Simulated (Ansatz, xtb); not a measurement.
## Two isomers of C5H8OS

Structure X: `O=C[C@@H]1CC[C@@H]1S`, a singlet. Structure Y: `O=CC1(S)CCC1`, a singlet. Both are isolated molecules in the gas phase, relaxed with PBE0-D3(BJ)/def2-SVP, each in the lowest conformer that the search found.

Energies in hartree; the thermal terms are from GFN2-xTB frequencies at re-optimised GFN2-xTB minima (ideal gas, soft modes damped towards free rotors, one conformer each, 298.15 K, 1 atm) and include the zero-point energy:

```
                              X           Y
E, CCSD(T)/def2-SVP  −667.117982  −667.123264
    E, MP2/def2-SVP  −667.017512  −667.023335
  E, MP2/def2-TZVPP  −667.697576  −667.703091
  zero-point energy     0.116134     0.116054
       H(298 K) − E     0.124871     0.124961
       G(298 K) − E     0.083286     0.083219
```

Problem. Correct the CCSD(T) difference for the basis set by the MP2 change, then work out ΔE, ΔE₀, ΔH and ΔG for X → Y in kJ/mol (1 Eh = 2625.50 kJ/mol) and the equilibrium ratio [Y]/[X].

Solution. 1. Differences Y − X: CCSD(T) −0.005282, MP2 in the small set −0.005823, MP2 in the large set −0.005515 Eh.
2. ΔE = −0.005282 + (−0.005515 − (−0.005823)) = −0.004974 Eh = −13.06 kJ/mol.
3. ΔE₀ = ΔE + ΔZPE = −0.004974 + (−0.000080) Eh = −13.27 kJ/mol.
4. ΔH = ΔE + (+0.000090) Eh = −12.82 kJ/mol.
5. ΔG = ΔE + (−0.000067) Eh = −13.24 kJ/mol, so ΔS = (ΔH − ΔG)/T = +1.4 J/(mol K).
6. kT = 0.9442 mEh, so K = [Y]/[X] = exp(−ΔG/kT) = exp(+5.34) ≈ 210.

Structure Y is favoured at this temperature. An error of 4 kJ/mol in ΔG would change K by a factor of 5. HF/STO-3G found them nearly level. Mirror images and further conformers aren't counted.

As drawn, both hold the same kinds of bond in the same numbers.

Other levels gave ΔE = −9.3 (GFN2-xTB); +1.0 (HF/STO-3G, GFN2-xTB geometries); −12.1 (r2SCAN-D4/def2-SVP, GFN2-xTB geometries); −12.2 (PBE0-D3(BJ)/def2-SVP); −10.0 (HF/def2-SVP); −15.3 (MP2/def2-SVP); −13.9 (CCSD(T)/def2-SVP) kJ/mol. The correlated steps freeze 11 core orbitals. Programs: Ansatz 0.2.0, xtb 6.7.1.
